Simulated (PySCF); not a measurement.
## Two-component Hartree-Fock for Bi⁴⁶⁺ (bismuth, charge +46)

Start: [Kr] 4d1; 4d3/2 filled at m_j = +3/2. Calculated with PySCF 2.14 in an uncontracted even-tempered set (16 s from 6.3 bohr⁻², ratio 2.8; 14 p from 8.2 bohr⁻², ratio 2.8; 9 d from 8.2 bohr⁻², ratio 2.8; 3 f from 29 bohr⁻², ratio 3): generalised Hartree-Fock with the X2C-1e Hamiltonian and a Gaussian nucleus; one run each with spin-orbit coupling (SO) switched off, then screened by Boettger's factors.

```
spinor shell  electrons  ε, spin-free (eV)  ε, screened SO (eV)  weight of nominal j (screened SO)  rms radius, screened SO (bohr)
       1s1/2          2           -93357.7             -93314.8                              1.000                          0.0178
       2s1/2          2           -18823.0             -18808.6                              1.000                          0.0718
       2p1/2          2           -16457.9             -18141.8                              1.000                          0.0606
       2p3/2          4           -16457.9             -15812.9                              1.000                          0.0690
       3s1/2          2            -6280.9              -6275.6                              1.000                           0.181
       3p1/2          2            -5588.6              -5980.8                              1.000                           0.173
       3p3/2          4            -5588.6              -5433.6                              1.000                           0.189
       3d3/2          4            -4899.1              -4967.1                              1.000                           0.164
       3d5/2          6            -4899.1              -4849.1                              1.000                           0.168
       4s1/2          2            -2876.5              -2874.5                              1.000                           0.380
       4p1/2          2            -2619.9              -2748.0                              1.000                           0.374
       4p3/2          4            -2619.9              -2568.6                              1.000                           0.400
       4d3/2          1            -2366.6              -2388.0                              1.000                           0.381
```

```tsv
quantity	spin-free	screened SO
E (hartree)	-20055.66993	-20098.00541
M_J	3/2	3/2
⟨J²⟩	4.231	3.750
⟨L²⟩	6.001	6.136
⟨S²⟩	0.750	0.886
```

Each row is a mean over spinors that exchange with the open shell spreads, by up to 15.031 eV (4p1/2).

Breit and QED terms are absent; they matter most for the inner s and p1/2 levels.

Densities and radii are taken from the X2C orbitals without a picture-change correction, which distorts them close to the nucleus.

Without spin-orbit coupling the j labels of p, d and f shells carry no meaning; the spin-free column gives the mean over the occupied spinors of each nl shell, and its ⟨J²⟩ belongs to a mixture of degenerate components.
